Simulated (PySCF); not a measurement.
# Dipole response of Sn³¹⁺ (tin, charge +31)

[Ar] 3d1, 2D determinant. Computed with PySCF 2.14 in an uncontracted even-tempered set (18 s from 4.4 bohr⁻², ratio 2.5; 12 p from 5.7 bohr⁻², ratio 2.5; 8 d from 5.7 bohr⁻², ratio 2.5; 4 f from 20 bohr⁻², ratio 2.7; 3 g from 30 bohr⁻², ratio 2.7), with the spin-free X2C one-electron Hamiltonian (Gaussian nucleus). Coupled (time-dependent) response in atomic units; α is the mean over directions.

| method | mean α (bohr³) | α xx, yy, zz | C₆ (like pair) | S(−4) |
| --- | --- | --- | --- | --- |
| UHF | 0.02035 | 0.01978, 0.01978, 0.02148 | 0.003441 | 0.0002558 |

S(−4) is the Cauchy moment in α(ω) = α(0) + S(−4) ω² + …

Spin-orbit coupling is absent.

α(iu) at UHF:

```tsv
u (hartree)	α(iu) (bohr³)
0	0.02035
1.00	0.02010
2.00	0.01938
4.00	0.01705
6.00	0.01438
8.00	0.01200
10.0	0.01010
15.0	0.007052
20.0	0.005395
30.0	0.003674
50.0	0.002151
```

A single London oscillator, α(iu) = α/(1 + u²/ω²), gives C₆ = (3/4) ω α². Matching the computed C₆ needs ω = 4 × 0.003441 / (3 × 0.02035²) = 11.1 hartree.

For an ion, C₆ is the dispersion term alone; charge-induced terms of lower order in 1/R come first.

The components differ because the open shell of this determinant is not spherical; for a pure term their mean is the scalar polarisability.

Spin-orbit coupling, absent here, splits the open shell strongly.
